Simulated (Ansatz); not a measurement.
Ansatz (an electronic-structure program) input file for B2N, SMILES [B][N][B] (connectivity only; charge and spin as stated), neutral, multiplicity 2, PBE/def2-TZVPD. Geometry: B3LYP-D3(BJ)/def2-TZVP.

Ansatz 0.2 input:
```yaml
crystal:
  periodic: [false, false, false]
  atoms:
    - {symbol: B, position_ang: [0.00000000, 0.00000000, 1.31080300]}
    - {symbol: N, position_ang: [0.00000000, 0.00000000, 0.00000000]}
    - {symbol: B, position_ang: [0.00000000, 0.00000000, -1.31080300]}
basis:
  gaussian:
    orbitals: def2-TZVPD
hamiltonian:
  xc: {name: PBE}
magnetization: {spin_polarized: true, initial_magnetization: 1}
```

Output:

```
WARN ansatz: RAYON_NUM_THREADS=1 ignored (pool sized by the plan → 1); use --threads N
Functional definition: PBE
integrals: 0.02 GiB planned
509 factors; their error is unknown
mean field: 0.30 GiB planned
mean field evaluation 1: about -2825.2327 eV, gradient 5.3e1 eV
mean field evaluation 2: about -2779.5838 eV, gradient 9.5e1 eV
mean field evaluation 4: about -2835.6149 eV, gradient 2.2e0 eV
mean field evaluation 8: about -2835.6406 eV, gradient 1.6e-2 eV
mean field evaluation 16: about -2835.0456 eV, gradient 1.3e0 eV
mean field -2835.64064516 eV, -104.2078716434 hartree, gradient 3.7e-5 eV, S^2 0.754980; 3 other end points of the search recorded, 0 dependent functions left out
reference -2835.64068424 eV, -104.2078730794 hartree; 9, 8 occupied and 102, 103 virtual orbitals, 509 factors
Total energy: -2835.64068424 eV, -104.2078730794 hartree
```

Self-consistency was reached.

Cost: about 1.8 core-seconds (a rough figure).
